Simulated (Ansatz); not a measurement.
Stepwise reaction of `COB(Br)OC` with hydrogen fluoride, as a gas-phase model of exchange steps in deposition or etching. ΔE in kJ/mol.

Isolated molecules relaxed with PBE0-D4/def2-TZVP in Ansatz; ΔE leaves out vibrations. CBS: MP2 limit from def2 TZ/QZ plus the TZ coupled-cluster correction, frozen cores. This one scheme is used for every species. Functionals use def2-TZVPP. B3LYP here is the variant with VWN-RPA as its local correlation; programs differ in this. For Br outer-core shells are correlated without core-valence functions, which leaves a few kJ/mol of doubt a bond. Scalar relativity is left out up to krypton. One conformer a species, not always the lowest.

| step | reaction | PBE-D4 | B3LYP-D4 | ωB97M-V | CCSD(T)/CBS |
| --- | --- | --- | --- | --- | --- |
| 1 | `COB(Br)OC` + H–F → `COB(F)Br` + CH₃OH | -8.8 | -8.0 | -7.6 | -1.0 |
| 2 | `COB(F)Br` + H–F → `FB(F)Br` + CH₃OH | 1.6 | 1.2 | 0.0 | 6.1 |

(1) By hand: ΔE of the 2 steps together at CCSD(T)/CBS.

## Answers

(1) (-1.0) + (6.1) = 5.1 kJ/mol, or 2.5 kJ/mol a step.

In ΔE each step is higher than the one before. PBE-D4 differs from CCSD(T)/CBS by -7.8 to -4.5 kJ/mol a step. Isolated molecules leave out the surface, adducts and barriers. Largest T1 diagnostic: 0.011.
